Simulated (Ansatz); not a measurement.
Abridged output of a molecular run in Ansatz:

```
Functional definition: HF
1671 factors; integrals over basis functions are off by at most 9.0e-4 eV
mean field evaluation 1: about -66036.8545 eV, gradient 4.9e1 eV
mean field evaluation 2: about -66037.2487 eV, gradient 4.9e1 eV
mean field evaluation 4: about -66041.9893 eV, gradient 5.4e0 eV
mean field evaluation 8: about -66042.0681 eV, gradient 5.4e-1 eV
mean field -66042.06992760 eV, -2427.0013049164 hartree, gradient 7.9e-6 eV, S^2 0.000000; 0 other end points of the search recorded, 0 dependent functions left out
15 core orbitals not correlated: weight in the atoms' cores, before any rotation towards them, 1.000 or more for the frozen orbitals, at most 0.000 for the correlated occupied ones
reference -66042.06992760 eV, -2427.0013049164 hartree; 23, 23 occupied and 224, 224 virtual orbitals, 1671 factors
second order -36.20524300 eV of doubles, -0.00000000 eV of singles
cycle   1  -35.17223264 eV  change     1.0e0 eV  update   1.5e-1
cycle   2  -36.15002456 eV  change   -9.8e-1 eV  update   4.6e-2
cycle   3  -36.36231648 eV  change   -2.1e-1 eV  update   2.2e-2
cycle   4  -36.35356992 eV  change    8.7e-3 eV  update   6.7e-3
cycle   5  -36.35403450 eV  change   -4.6e-4 eV  update   2.7e-3
cycle   6  -36.35787333 eV  change   -3.8e-3 eV  update   8.1e-4
cycle   7  -36.35843479 eV  change   -5.6e-4 eV  update   2.9e-4
cycle   8  -36.35836559 eV  change    6.9e-5 eV  update   7.6e-5
cycle   9  -36.35840392 eV  change   -3.8e-5 eV  update   2.7e-5
perturbative correction -1.59111900 eV, -0.0584725448 hartree
Total energy: -66080.01945052 eV, -2428.3959241608 hartree
```

Its atoms:

Cartesian coordinates in Å:
```
C -0.3934 2.0415 -1.7346
C -0.3817 1.3430 -0.7555
Ge -0.3440 0.2341 0.7520
F -1.9499 -0.0257 1.2948
F 0.4298 1.0650 2.0372
C 0.4922 -1.4223 0.5061
C 1.0361 -2.4801 0.3273
H -0.4063 2.6640 -2.6006
H 1.5172 -3.4195 0.1732
```

Question: Which basis set was used?
A. def2-SVP
B. def2-SVPD
C. def2-TZVPP
D. cc-pV(Q+d)Z

Answer: C. It gives 262 functions.

Question: Write the keys of the input that set method, charge and spin (a neutral closed shell needs none for the last two).

Answer: 
```yaml
correlation: {method: ccsd_t}
```
